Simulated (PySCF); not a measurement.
Si(Cl)2(Me)(NH2) (CH5Cl2NSi), SMILES C[Si](N)(Cl)Cl.

The structure is a stationary point at PBE-D3(BJ)/def2-SVP. This is a generated structure with no PubChem entry under its InChIKey; it may be hypothetical. The values are those of a single conformer.

All values below come from PBE-D3(BJ)/def2-SVP run with PySCF.

Frequencies are harmonic and unscaled.

Computed harmonic wavenumbers and intensities:
```tsv
mode	ν (cm⁻¹)	IR (km/mol)	moving atoms (share of kinetic energy)
1	130	10.3	H 47 %, Cl 35 %, C 9 %
2	146	0.7	H 91 %
3	158	2.1	H 29 %, Cl 28 %, C 27 %, N 15 %
4	207	0.6	H 41 %, Cl 38 %, Si 10 %, C 9 %
5	223	7.0	H 25 %, Cl 23 %, Si 21 %, C 19 %, N 12 %
6	246	6.5	Cl 32 %, N 26 %, H 24 %, Si 12 %
7	279	21.5	H 41 %, N 32 %, Cl 11 %, Si 10 %
8	445	112.3	H 64 %, N 28 %
9	463	66.9	Cl 50 %, Si 21 %, C 11 %, H 10 %
10	551	168.7	Si 53 %, Cl 33 %, H 11 %
11	702	41.1	C 35 %, H 34 %, Si 26 %
12	735	8.6	H 68 %, C 17 %, N 11 %
13	785	79.6	H 68 %, C 21 %, Si 9 %
14	856	96.9	H 65 %, Si 16 %, N 13 %
15	881	130.9	Si 42 %, N 36 %, H 18 %
16	1223	28.2	H 77 %, C 22 %
17	1375	4.7	H 96 %
18	1378	3.2	H 96 %
19	1488	48.3	H 89 %, N 10 %
20	2984	0.4	H 97 %
21	3085	1.1	H 91 %, C 9 %
22	3099	0.4	H 91 %, C 9 %
23	3478	30.4	H 96 %
24	3575	29.9	H 91 %, N 9 %
```
